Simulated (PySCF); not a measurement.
Chlorotrifluoromethane, SMILES FC(F)(F)Cl (CClF3), B3LYP/def2-SVP optimised geometry.

```
5

F     -0.78    -1.16     1.08
C     -0.36    -0.51     0.00
F      0.97    -0.51     0.00
F     -0.78    -1.15    -1.08
Cl    -0.97     1.16     0.00
```

Density from PySCF with B3LYP/def2-TZVP at that geometry.

Minimum of the electron density along straight lines between bonded atoms, close to the bond critical point (lines longer than 1.1 times the sum of covalent radii, or with two minima, are not listed):

```
bond    length / Å  ρ at the minimum / e bohr⁻³  ∇²ρ there / e bohr⁻⁵  position (fraction from the first atom)
------  ----------  ---------------------------  --------------------  ---------------------------------------
F1–C2        1.326                        0.301                 -0.59                                     0.66
C2–F3        1.326                        0.301                 -0.59                                     0.34
C2–F4        1.326                        0.301                 -0.59                                     0.34
C2–Cl5       1.775                          [?]                   [?]                                     0.45
```

### Question
Complete the blanks.

### Answer

- C2–Cl5, ρ at the minimum / e bohr⁻³: 0.204
- C2–Cl5, ∇²ρ there / e bohr⁻⁵: -0.30
